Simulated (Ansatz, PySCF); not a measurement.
Dimer: HCl (SMILES Cl) (first 2 atoms) with GeH4 (SMILES [GeH4]); geometry from B3LYP-D3(BJ)/def2-TZVP.
(charge 0, multiplicity 1):
```xyz
7

Cl    -0.83990     0.82488    -0.48125
H     -1.07725     0.21030     0.62238
Ge     0.21330    -0.07963     3.37867
H      0.18561     1.44388     3.55045
H     -0.99330    -0.50335     2.51555
H      0.09827    -0.77198     4.74281
H      1.50254    -0.51087     2.66931
```

Counterpoise-corrected where a basis set is named; no monomer relaxation. Rows marked so take none.

Rows in 6-31G* carry no dispersion term and start afresh at each structure (6-31G* with six Cartesian d functions); the Pople sets are all-electron and without relativity.

Codes used: Ansatz (Gaussian basis) for Hartree–Fock, density functionals and correlated methods; PySCF for 6-31G* rows, the dispersion terms. Values without a source in brackets are computed.

Task: One of these levels gives 0.30 kcal/mol for the interaction energy. Name it.
A) PBE/def2-TZVPPD
B) PBE-D3(BJ)/def2-TZVPPD
C) revPBE/def2-TZVPPD
D) B3LYP/6-31G* (no counterpoise)

Result: C, revPBE/def2-TZVPPD. The others give -0.80 (PBE/def2-TZVPPD), -1.60 (PBE-D3(BJ)/def2-TZVPPD), -0.42 (B3LYP/6-31G* (no counterpoise))

Ansatz is a program for electronic structure.
